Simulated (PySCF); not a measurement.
## Si (silicon, neutral): UHF calculation

Configuration: [Ne] 3s2 3p2, high-spin 3P determinant. All numbers are calculated (PySCF 2.14, no relativity, point nucleus, in def2-TZVP).

| Property | Result |
| --- | --- |
| Total energy | -288.850793 hartree |
| One-electron energy | -400.5677 hartree |
| Hartree (Coulomb) energy | 132.0210 hartree |
| Exchange energy | -20.3041 hartree |
| Kinetic energy | 288.84811 hartree |
| ⟨S²⟩ | 2.0151 |
| ⟨L²⟩ | 2.046 |
| Sum of ⟨r⟩ | 14.46 bohr |
| Sum of ⟨r²⟩ | 32.05 bohr² |
| Traceless quadrupole moment −½Σ⟨3z² − r²⟩ along its main axis | 3.58 e·bohr² |
| Density at the nucleus (Gaussians lack the cusp) | 1700 bohr⁻³ |
| Spin density at the nucleus | -0.0227 bohr⁻³ |
| Langevin diamagnetic susceptibility | -25.4 ×10⁻⁶ cm³/mol |
| Time after the integrals | 0.12 s of wall time on 1 thread of Neoverse-V1 (shared host) |

```csv
shell,electrons,mean orbital energy (hartree),spread (hartree),"rms radius, mean of both spins (bohr)"
1s α,1,-68.81390,0,0.129
1s β,1,-68.80323,0,0.129
2s α,1,-6.16008,0,0.614
2s β,1,-6.14883,0,0.614
2p α,3,-4.26468,0.01076,0.600
2p β,3,-4.24340,0.01314,0.600
3s α,1,-0.61939,0,2.38
3s β,1,-0.46248,0,2.38
3p α,2,-0.30088,0,2.98
```
